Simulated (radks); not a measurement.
Spherical jellium clusters: N electrons in a uniform positive sphere of charge N and radius rs N^(1/3), rs = 3.82 bohr. Calculated with a radial shooting solver with Libxc functionals: non-relativistic Kohn-Sham, PBE, spin-polarised, spherical densities. Levels are named by radial order and angular momentum (1s, 1p, 1d, 2s, ...), and open shells are averaged over m.

N = 11, configuration 1s2 1p6 1d(up 3, down 0). This is the lowest configuration that the search found. Occupied and some empty levels:

| level | occupation | eigenvalue (eV) | <r> (bohr) |
|---|---|---|---|
| 1s up | 1 | -5.1103 | 5.709 |
| 1s down | 1 | -4.9580 | 5.168 |
| 1p up | 3 | -4.0297 | 6.710 |
| 1p down | 3 | -3.6416 | 6.427 |
| 1d up | 3 | -2.6472 | 7.583 |
| 1d down | 0 | -2.1401 | 7.502 |
| 2s up | 0 | -1.9438 | 7.067 |
| 2s down | 0 | -1.7985 | 7.113 |
| 1f up | 0 | -1.1027 | 8.651 |
| 2p up | 0 | -0.70153 | 10.47 |
| 1f down | 0 | -0.57481 | 8.882 |

Energy (eV): total -19.2858, kinetic 21.292, external -454.82, Hartree 223.04, exchange-correlation -41.335, background 232.54.
